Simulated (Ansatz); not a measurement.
Mulliken charges of B$_{2}$ClH$_{4}$NO (`BOB(N)Cl`) from ωB97M-V/def2-TZVPP in Ansatz (PBE0-D4/def2-TZVP geometry).

| atom | x (Å) | y (Å) | z (Å) | charge (e) |
| --- | --- | --- | --- | --- |
| B1 | 0.274 | 1.770 | -0.616 | 0.014 |
| O2 | 0.413 | 0.639 | 0.116 | -0.361 |
| B3 | -0.215 | -0.582 | 0.019 | 0.324 |
| N4 | 0.104 | -1.571 | 0.940 | -0.212 |
| Cl5 | -1.412 | -0.926 | -1.245 | -0.167 |
| H6 | -0.509 | 1.823 | -1.520 | 0.060 |
| H7 | 0.967 | 2.697 | -0.309 | 0.063 |
| H8 | 0.778 | -1.412 | 1.669 | 0.140 |
| H9 | -0.313 | -2.484 | 0.929 | 0.139 |

Problem. By hand: the dipole of these point charges (1 e Å = 4.8032 D).

Solution. Σ q r = (0.095, -0.170, 0.216) e Å, of length 0.291 e Å = 1.40 D.

Problem. How does the dipole of the full density compare? (Estimate.)

Solution. Ansatz gave: (0.147, -0.302, 0.345) e Å, 2.31 D; the point charges give 0.61 times that, at 3° from its direction.

Point charges leave out the atoms' own dipoles, such as those of lone pairs, and Mulliken's split depends on the basis, so the two needn't agree.
